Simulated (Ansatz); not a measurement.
Ansatz (a quantum-chemistry and plane-wave program) input (CCSD(T)/def2-SVPD):

Ansatz 0.2 input:
```yaml
crystal:
  periodic: [false, false, false]
  atoms:
    - {symbol: Be, position_ang: [0.15407420, 0.14286627, 0.01800058]}
    - {symbol: H, position_ang: [0.21621437, -0.96451612, 0.86310910]}
    - {symbol: H, position_ang: [-0.83251117, 0.39305104, -0.93511142]}
basis:
  gaussian:
    orbitals: def2-SVPD
total_charge: -1
magnetization: {spin_polarized: true, initial_magnetization: 1}
correlation: {method: ccsd_t, electrons: outside_noble_gas}
output: {forces: true}
```

Output:

```
Functional definition: HF
integrals: 0.01 GiB planned
312 factors; integrals over basis functions are off by at most 3.9e-4 eV
mean field: 0.05 GiB planned
mean field evaluation 1: about -426.5043 eV, gradient 7.9e0 eV
mean field evaluation 2: about -426.5279 eV, gradient 8.0e0 eV
mean field evaluation 4: about -427.7222 eV, gradient 9.4e-1 eV
mean field evaluation 8: about -427.7655 eV, gradient 2.6e-3 eV
mean field evaluation 16: about -427.7543 eV, gradient 4.6e-1 eV
mean field evaluation 32: about -427.7650 eV, gradient 2.6e-1 eV
mean field evaluation 64: about -426.9492 eV, gradient 3.3e-4 eV
mean field evaluation 96: about -425.2830 eV, gradient 4.9e-4 eV
mean field evaluation 128: about -425.9084 eV, gradient 1.3e-1 eV
mean field evaluation 160: about -417.5473 eV, gradient 4.2e0 eV
mean field evaluation 192: about -425.4797 eV, gradient 2.6e0 eV
mean field evaluation 224: about -426.8979 eV, gradient 2.5e-1 eV
mean field -427.76548186 eV, -15.7200915086 hartree, gradient 8.1e-6 eV, S^2 0.751923; 9 other end points of the search recorded, 0 dependent functions left out
determinant -427.76548186 eV, -15.7200915086 hartree, with singles and doubles -429.75324695 eV, -15.7931405281 hartree
determinant -426.94915412 eV, -15.6900920175 hartree, with singles and doubles -428.96050522 eV, -15.7640078069 hartree
determinant -425.90118957 eV, -15.6515800304 hartree, with singles and doubles -427.76497395 eV, -15.7200728431 hartree
determinant -425.28298234 eV, -15.6288613337 hartree, with singles and doubles -427.27108490 eV, -15.7019227552 hartree
determinant -424.57953742 eV, -15.6030102099 hartree, with singles and doubles -426.63101067 eV, -15.6784004614 hartree
1 core orbitals not correlated
reference -427.76548186 eV, -15.7200915086 hartree; 3, 2 occupied and 24, 25 virtual orbitals, 312 factors
densities: 0.07 GiB planned
second order -1.48419983 eV of doubles, -0.00000000 eV of singles
coupled cluster: 0.06 GiB planned
cycle   1  -1.96336315 eV  change   -1.1e-1 eV  update   1.8e-2
cycle   2  -1.96722237 eV  change   -3.9e-3 eV  update   6.4e-3
cycle   3  -1.97062791 eV  change   -3.4e-3 eV  update   2.3e-3
cycle   4  -1.97139619 eV  change   -7.7e-4 eV  update   7.6e-4
cycle   5  -1.97137857 eV  change    1.8e-5 eV  update   3.0e-4
cycle   6  -1.97138915 eV  change   -1.1e-5 eV  update   9.9e-5
cycle   7  -1.97140275 eV  change   -1.4e-5 eV  update   3.6e-5
cycle   8  -1.97139975 eV  change    3.0e-6 eV  update   1.2e-5
cycle   9  -1.97139714 eV  change    2.6e-6 eV  update   4.3e-6
cycle  10  -1.97139708 eV  change    6.7e-8 eV  update   1.5e-6
cycle  11  -1.97139722 eV  change   -1.4e-7 eV  update   4.6e-7
cycle  12  -1.97139719 eV  change    2.3e-8 eV  update   1.5e-7
perturbative correction -0.02569646 eV, -0.0009443275 hartree
the calculation of the forces begins
Total energy: -429.76257552 eV, -15.7934833467 hartree
Atom 0 at     0.154074     0.142866     0.018001 Å, force    -0.143142    -0.132729    -0.016723 eV/Å
Atom 1 at     0.216214    -0.964516     0.863109 Å, force     0.096925     0.033544     0.051835 eV/Å
Atom 2 at    -0.832511     0.393051    -0.935111 Å, force     0.046217     0.099185    -0.035112 eV/Å
Dipole moment:    -0.301583    -0.279644    -0.035234 e Å
```
